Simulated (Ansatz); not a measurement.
A structure relaxed at PBE-D4/def2-SVP in Ansatz, charge 1, singlet:

```xyz
7

Ag    1.8451   -1.4510    0.2138
Ag    1.1194    1.4067   -0.7014
Ag   -1.9252    1.3548   -0.1638
Te   -0.3916   -0.9610    1.8927
Te    0.0023    1.8509    1.7454
Te   -1.4804   -1.3946   -0.7187
Te    0.8305   -0.8059   -2.2680
```

**Question.** Give its formula.

**Answer.** Ag₃Te₄⁺.

**Question.** Summarise the bond lengths by kind (pairs closer than 1.2 times the sum of covalent radii, bridged metal pairs left out).

**Answer.** 6 × Ag–Te 2.73 to 2.84 Å; 3 × Te–Te 2.84 to 2.86 Å.

In the def2 sets Ag, Te take a core potential; there is no spin–orbit coupling. The structure comes from a short search, and lower isomers may exist.
